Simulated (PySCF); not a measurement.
# Correlation energy of C²⁺ (carbon, charge +2)

[He] 2s1 3s1, high-spin 3S determinant (an excited configuration). Calculation: PySCF 2.14, in aug-cc-pVTZ with one added diffuse shell each of s, p, d, f type (6s5p4d3f, 62 functions); the non-relativistic Hamiltonian (point nucleus). Frozen: 1s2; 2 electrons correlated.

With two correlated electrons CCSD is exact within the correlated space (frozen core and kept virtual orbitals).

```tsv
level	correlation energy (mhartree)
CCSD	-11.31
```

Diagnostics: T1 = 0.0080, D1 = 0.0160, largest double amplitude 0.085.

Is a single reference adequate?

Mostly. T1 lies below 0.03, but a double amplitude of this size points to a near-degeneracy that CCSD handles and MP2 describes poorly.
